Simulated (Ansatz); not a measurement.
A run for Ansatz (a quantum-chemistry and plane-wave program): R-CCSD(T)/def2-SVP on GeH7NSi (SMILES N[SiH2][GeH3]), a point of a torsion scan. The run froze 20 orbitals, filled d shells among them.

Ansatz 0.2 input:
```yaml
crystal:
  periodic: [false, false, false]
  atoms:
    - {symbol: N, position_ang: [1.65182058, 0.67348276, 0.32442598]}
    - {symbol: Si, position_ang: [0.62347315, -0.68866631, 0.11128330]}
    - {symbol: Ge, position_ang: [-1.54123210, 0.07110602, 0.51940698]}
    - {symbol: H, position_ang: [2.64719820, 0.56396168, 0.21950019]}
    - {symbol: H, position_ang: [1.36487175, 1.56790001, -0.04007440]}
    - {symbol: H, position_ang: [0.68843274, -1.32053204, -1.21878437]}
    - {symbol: H, position_ang: [1.07698113, -1.67054758, 1.09633361]}
    - {symbol: H, position_ang: [-1.87503521, 1.43532042, -0.02063255]}
    - {symbol: H, position_ang: [-1.96314788, 0.17768774, 1.95487221]}
    - {symbol: H, position_ang: [-2.62523177, -0.78107975, -0.07545586]}
basis:
  gaussian:
    orbitals: def2-SVP
magnetization: {spin_polarized: false}
correlation: {method: ccsd_t, electrons: outside_noble_gas}
scf: {lower_state_search: off}
```

Problem. Give the final energy of this run.

Solution. -2422.8740 hartree (reference determinant -2422.4351, T1 diagnostic 0.011).

Problem. How many basis functions does it have, and what does it roughly cost on one machine?

Solution. 99 functions; about 8 core-seconds (a rough figure).
